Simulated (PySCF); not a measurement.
CH3OS, SMILES O=[S]C (connectivity only; charge and spin as stated), charge -1, multiplicity 1. Atoms are numbered in the order given.

```xyz
6

C      0.3379     1.4067     0.0000
S     -0.5453    -0.2070     0.0000
O      0.6447    -1.2931     0.0000
H      0.9767     1.5000     0.8959
H     -0.4144     2.2156     0.0000
H      0.9767     1.5000    -0.8959
```
Charge -1, spin multiplicity 1.

Geometry: B3LYP-D3(BJ)/def2-SVPD. The multiplicity is an assumed one; other spin states were not compared. The isomer is the one that the SMILES or the coordinates give; other isomers of the formula were not compared.

Two levels are set side by side: PBE/pcSseg-2 (PySCF) and PBE0/pcSseg-2 (PySCF). GIAO shifts against H2O (¹⁷O), H2S (³³S), TMS (¹H), TMS (¹³C) at the same level; non-relativistic, no solvent, atoms listed together averaged. Differences are taken from unrounded values.

```tsv
quantity	PBE0	PBE	PBE minus PBE0
δ(¹³C) of C1 (ppm)	42.1	44.3	2.3
δ(³³S) of S2 (ppm)	569.8	626.2	56.4
δ(¹⁷O) of O3 (ppm)	2.6	62.8	60.3
```

Rough cost on one machine, each run with all the roots and properties that it gave: PBE0 against PBE within a factor of 2.
